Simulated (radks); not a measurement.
Valence configurations of Tl II. Calculated with a radial shooting solver on a logarithmic mesh with Libxc functionals: Dirac Kohn-Sham, PBE, spin-unpolarised, spherical densities, finite nucleus; open shells are shared between the two j in proportion to 2j + 1; Fermi nuclear charge, rms radius 5.4759 fm. Energies are relative to [Hg]; eigenvalues in eV.

| valence | E (eV) | e(4f5/2) | e(4f7/2) | e(5d3/2) | e(5d5/2) | e(6p1/2) |
|---|---|---|---|---|---|---|
| [Hg] | 0.000 | -123.54 | -118.94 | -24.099 | -21.891 | - |
| [Xe] 4f14 5d10 6s1.5 6p0.5 | 4.030 | -124.49 | -119.89 | -25.002 | -22.783 | -9.787 |
| [Xe] 4f14 5d10 6s1 6p1 | 8.138 | -125.42 | -120.82 | -25.873 | -23.642 | -10.265 |
| [Xe] 4f14 5d9 6s2 6p1 | 15.937 | -129.51 | -124.91 | -28.704 | -26.370 | -11.042 |
| [Xe] 4f14 5d8.5 6s2 6p1.5 | 25.023 | -132.51 | -127.91 | -30.959 | -28.562 | -11.869 |
| [Xe] 4f14 5d8 6s2 6p2 | 34.855 | -135.51 | -130.91 | -33.188 | -30.728 | -12.669 |
| [Xe] 4f13 5d10 6s2 6p1 | 121.10 | -142.40 | -137.66 | -30.394 | -27.891 | -11.128 |
| [Xe] 4f13 5d10 6p3 | 139.59 | -145.87 | -141.13 | -33.618 | -31.073 | -12.844 |
| [Xe] 4f13 5d9 6s2 6p2 | 141.61 | -148.56 | -143.82 | -35.040 | -32.411 | -12.787 |
| [Xe] 4f12 5d10 6s2 6p2 | 259.75 | -161.94 | -157.06 | -36.888 | -34.088 | -12.896 |

NIST lists [Hg] as the ground configuration; this level of theory agrees among the configurations tried. The energies are those of spherical spin-averaged densities, not of single terms.
